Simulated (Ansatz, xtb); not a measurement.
## H2InNO: where a starting geometry ends

The starting geometry of this gas-phase singlet was built from a drawn formula by distance geometry; its bonds are those of `[NH]1[O][InH]1`.

```
atom   x (Å)    y (Å)    z (Å)
  In  0.2406   0.2317  -2.0823
   N  0.3779   0.2418   0.1632
   O  0.2824  -0.9696  -0.4426
   H  1.2605   0.5301   0.6161
   H  0.1138   0.6734  -3.5457
```

Task: Predict what becomes of its bonds when it is optimised with r2SCAN-D4/def2-SVP.

Result: A bond breaks, giving a structure given below by its coordinates. Distances that change by over a tenth: In1–H5 (1.53 → 1.81 Å), N2–O3 (1.36 → 1.22 Å). Contacts that open: In1–O3 (2.03 → 3.21 Å).

The energy falls by 1.89 eV over 26 steps:

| step | E − E(last) (eV) |
| --- | --- |
| 1 | 1.891 |
| 4 | 0.826 |
| 7 | 0.719 |
| 9 | 0.427 |
| 12 | 0.210 |
| 15 | 0.068 |
| 18 | 0.009 |
| 20 | 0.002 |
| 23 | 0.000 |
| 26 | 0.000 |

Final geometry (Å):

```xyz
5

In    0.9161    1.0770   -2.2995
N     0.5735   -0.1435   -0.3641
O     1.1047   -1.1943   -0.0372
H     0.3100    0.4385    0.4846
H    -0.6291    0.5296   -3.0751
```

From the same start GFN2-xTB ends elsewhere, differing in In1–O3 (2.48 against 3.21 Å here), In1–H5 (3.19 against 1.81 Å here), O3–H5 (0.97 against 3.90 Å here).

No frequencies were run, so the end isn't proven a minimum. Atoms past krypton carry core potentials, without spin–orbit terms. Run with Ansatz 0.2.0, 90 s on 1 thread of Intel(R) Xeon(R) Processor @ 2.50GHz (Skylake/Cascade Lake), with other jobs on the host.
